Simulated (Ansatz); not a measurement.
`[NH2][GeH2][NH][SiH](N)F`. Total charge 0; spin multiplicity 1. All single points use the PBE0-D4/def2-TZVP geometry. It is one conformer, not always the lowest.

```xyz
14

N     0.609   -0.312    1.903
Ge   -0.006   -1.458    0.590
N    -1.059   -0.457   -0.528
Si   -0.574    0.912   -1.420
N     0.809    1.510   -0.655
F    -0.165    0.601   -2.939
H    -0.085   -0.065    2.597
H     1.436   -0.644    2.381
H    -0.916   -2.589    1.114
H     1.252   -2.004   -0.100
H    -2.018   -0.759   -0.600
H    -1.740    1.815   -1.574
H     0.967    1.350    0.330
H     1.489    2.100   -1.099
```

Q: What is the dipole moment at ωB97M-V/def2-TZVPP? (Best estimate.)

A: Ansatz gave: 3.35 D, with components (0.16, -0.85, 3.24) D in this frame, pointing from negative to positive charge.

Q: And with PBE, r2SCAN, B3LYP? (Estimate.)

A: The calculation gave: PBE 3.29 D, r2SCAN 3.31 D, B3LYP 3.34 D.

Q: Give the Mulliken charges with ωB97M-V, PBE, r2SCAN in def2-TZVPP. (Best estimate.)

A: Computed: 
| atom | ωB97M-V | PBE | r2SCAN |
| --- | --- | --- | --- |
| N1 | -0.40 | -0.41 | -0.47 |
| Ge2 | 0.32 | 0.28 | 0.36 |
| N3 | -0.40 | -0.32 | -0.44 |
| Si4 | 0.66 | 0.57 | 0.73 |
| N5 | -0.38 | -0.39 | -0.45 |
| F6 | -0.33 | -0.29 | -0.34 |
| H7 | 0.12 | 0.15 | 0.15 |
| H8 | 0.12 | 0.15 | 0.15 |
| H9 | 0.00 | -0.03 | -0.03 |
| H10 | 0.02 | -0.01 | -0.01 |
| H11 | 0.10 | 0.13 | 0.14 |
| H12 | -0.09 | -0.13 | -0.14 |
| H13 | 0.14 | 0.16 | 0.16 |
| H14 | 0.11 | 0.15 | 0.16 |

B3LYP here is the variant with VWN-RPA as its local correlation; programs differ in this.
